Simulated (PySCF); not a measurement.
Zn(H)(NH2) (H3NZn), SMILES [ZnH][NH2].

Geometry optimised at PBE0-D3(BJ)/def2-TZVP.

Two levels are set side by side: PBE/def2-TZVPD (PySCF) and CAM-B3LYP/def2-TZVPD (PySCF). Same geometry, gas phase. Differences are taken from unrounded values.

| quantity | CAM-B3LYP |
|---|---|
| orbital gap (eV) | 8.45 |
| highest occupied level (eV) | -8.28 |
| lowest empty level (eV) | 0.17 |
| dipole moment (D) | 0.86 |
| mean polarisability (bohr³) | 36.2 |

What does PBE give, and how far is it from CAM-B3LYP? (Estimate from the structure and the level; the computed values follow.)


```tsv
quantity	PBE	PBE minus CAM-B3LYP
orbital gap (eV)	4.44	-4.01
highest occupied level (eV)	-5.52	2.76
lowest empty level (eV)	-1.08	-1.25
dipole moment (D)	0.82	-0.03
mean polarisability (bohr³)	39.2	3.0
```

PBE's occupied levels lie high since its potential decays too fast outside the molecule; exact exchange lowers them and widens the gap. PBE's more diffuse valence density responds more strongly to a field. Differences between two approximate levels are no errors against the true value.

Rough cost on one machine, each run with all the roots and properties that it gave: CAM-B3LYP against PBE within a factor of 2.
